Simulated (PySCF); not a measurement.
Two-component Hartree-Fock for Al⁺ (aluminium, charge +1)

Start: [Ne] 3s2. Calculated with PySCF 2.14 in an even-tempered Gaussian basis (22 s from 0.003 bohr⁻², ratio 2.6; 16 p from 0.004 bohr⁻², ratio 2.6; 10 d from 0.0041 bohr⁻², ratio 2.8; 5 f from 0.44 bohr⁻², ratio 2.8): generalised Hartree-Fock with the X2C-1e Hamiltonian and a Gaussian nucleus; spin-orbit coupling (SO) screened by Boettger's factors.

```
spinor shell  electrons  ε, screened SO (eV)  weight of nominal j (screened SO)  rms radius, screened SO (bohr)
       1s1/2          2              -1603.6                              1.000                           0.139
       2s1/2          2              -142.47                              1.000                           0.675
       2p1/2          2              -96.135                              1.000                           0.673
       2p3/2          4              -95.652                              1.000                           0.675
       3s1/2          2              -17.781                              1.000                            2.60
```

| quantity | screened SO |
| --- | --- |
| E (hartree) | -242.11058 |
| M_J | 0 |
| ⟨J²⟩ | 0.000 |
| ⟨L²⟩ | 0.000 |
| ⟨S²⟩ | 0.000 |
